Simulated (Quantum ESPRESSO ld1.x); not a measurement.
Values are calculated unless marked as measured or tabulated.
One sound ld1.x (Quantum ESPRESSO 7.5) input for neutral thulium gives E = -13568.349 hartree in 40 iterations:

```
 &input
    zed=69.0,
    iswitch=1,
    rel=1,
    dft='BLYP',
    config='[Xe] 4f13 6s2',
    prefix='ld1',
    max_out_wfc=37,
    file_charge='ld1.rho',
 /
```

Changed or added lines, one case at a time, and what came of them:

- isic=1 latt=1: refused. The program stops in ld1_readin with "isic and latter correction not allowed": the two corrections exclude each other.
- config='[Xe] 4f13 6s2 5g1': refused. The program stops in el_config with "l not found:G": the config string knows s, p, d and f alone.
- config='[Xe] 4f13 6s2 8s1': refused. The program stops in el_config with "wrong main quantum number": the config string takes n from 1 to 7 alone.
- atom='Tm': harmless. atom and zed name the same element, and the result equals that of the sound run.
- beta=0.001: not converged. So little new potential is mixed in that the limit of 200 iterations comes first; the energy is off by -0.8732 hartree.
- lsd=2: refused. The program stops in ld1_readin with "lsd not correct": lsd takes 0 or 1.
- dx=0.002: refused. The program stops in do_mesh with "ndmx is too small": the mesh holds 3500 points at most, so dx, xmin and rmax must fit that.
